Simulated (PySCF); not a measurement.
ZrCl3, SMILES [Cl][Zr]([Cl])[Cl] (connectivity only; charge and spin as stated), neutral, multiplicity 2.

The structure is a stationary point at r2SCAN-D4/def2-SVP. The multiplicity is an assumed one; other spin states were not compared. The isomer is the one that the SMILES or the coordinates give; other isomers of the formula were not compared. The def2 effective core potentials stand for the cores of Zr; spin–orbit coupling is left out.

The numbers are results of TDA-LC-ωPBE/def2-SVPD (PySCF), not measurements.

Vertical excitations; the highest root listed may be one member of a degenerate set. Gas-phase values at a fixed geometry.

### Question
Estimate the UV-visible absorptions. (The exact figures need the calculation; the answer reports its results.)

### Answer

| state | energy (eV) | λ (nm) | f | main pairs |
|---|---|---|---|---|
| root 1 | 0.97 | 1281 | 0.000 | α HOMO→LUMO+1 (degenerate set) |
| root 2 | 0.97 | 1280 | 0.000 | α HOMO→LUMO (degenerate set) |
| root 3 | 2.30 | 539 | 0.003 | α HOMO→LUMO+3 (degenerate set) |
| root 4 | 2.30 | 539 | 0.003 | α HOMO→LUMO+2 (degenerate set) |
| root 5 | 4.94 | 251 | 0.204 | α HOMO→LUMO+4 84 % |
| root 6 | 5.42 | 229 | 0.000 | α HOMO→LUMO+5 73 %, α HOMO→LUMO+11 18 % |
| root 7 | 6.12 | 202 | 0.000 | α HOMO−1→LUMO, α HOMO−4→LUMO, α HOMO−3→LUMO+1 (degenerate set) |
| root 8 | 6.12 | 202 | 0.000 | α HOMO−1→LUMO+1, α HOMO−3→LUMO, α HOMO−4→LUMO+1 (degenerate set) |
| root 9 | 6.20 | 200 | 0.005 | α HOMO−2→LUMO+1, α HOMO−6→LUMO+1, α HOMO−5→LUMO, β HOMO−1→LUMO+1, β HOMO−5→LUMO+1, β HOMO−4→LUMO+2 (degenerate set) |
| root 10 | 6.20 | 200 | 0.005 | α HOMO−2→LUMO, α HOMO−5→LUMO+1, α HOMO−6→LUMO, β HOMO−1→LUMO+2, β HOMO−4→LUMO+1, β HOMO−5→LUMO+2 (degenerate set) |
Unrestricted roots are not spin-pure.
